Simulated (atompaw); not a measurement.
# Al (Z = 13): PAW (atompaw) pseudisation with PBEsol, scalar-relativistic reference atom.

* Element: Al
* Generator: atompaw 4.2.0.5
* Type: PAW
* Functional: PBEsol
* Relativity: scalar-relativistic
* Frozen core: [Ne]
* Valence charge: 3
* Reference configuration: 3s1 3p0 (charge +2)
* Partial waves: 3s (bound): rc 2.15 bohr; 3s channel at -0.85 Ry: rc 2.15 bohr; 3p (bound, empty): rc 2.15 bohr; 3p channel at 1 Ry: rc 2.15 bohr
* Local potential: ultrasoft scheme with l = 2 at 0.5 Ry, radius 1.40 bohr
* Core correction: smooth core density matched at 2.10 bohr
* Augmentation charge: sinc compensation charge, radius 1.85 bohr; PAW radius 2.15 bohr; waves and projectors: custom rrkj gramschmidtortho

Task: Estimate the cutoffs (Ry, on a coarse ladder) from which the occupation-weighted sum of valence levels, in a spherical-Bessel basis at the reference potential, stays within 10 and 1 mRy of its value at 400 Ry.

Result: 6 Ry and 8 Ry.

Task: What does a ghost test show?

Result: No extra level below or beside the all-electron valence levels (s, p, d, f tested).

Task: Is the overlap operator S = 1 + Σ q|β⟩⟨β| positive definite (Bessel basis up to 400 Ry)?

Result: Yes: its lowest eigenvalue is 0.36 (s channel).
